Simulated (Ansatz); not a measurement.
Mulliken charges of `[F][Ga]([SH])[Cl]` from ωB97M-V/def2-TZVPP in Ansatz (PBE0-D4/def2-TZVP geometry).

```csv
atom,x (Å),y (Å),z (Å),charge (e)
F1,-0.245,-1.455,1.124,-0.363
Ga2,-0.431,-0.261,-0.131,0.641
S3,1.080,1.280,-0.354,-0.204
Cl4,-2.148,-0.423,-1.354,-0.212
H5,1.794,0.785,0.673,0.138
```

Problem. By hand: the dipole of these point charges (1 e Å = 4.8032 D).

Solution. Σ q r = (0.295, 0.298, -0.040) e Å, of length 0.421 e Å = 2.02 D.

Problem. How does the dipole of the full density compare? (Estimate.)

Solution. Ansatz gave: (0.238, 0.216, -0.010) e Å, 1.54 D; the point charges give 1.31 times that, at 5° from its direction.

Point charges leave out the atoms' own dipoles, such as those of lone pairs, and Mulliken's split depends on the basis, so the two needn't agree.
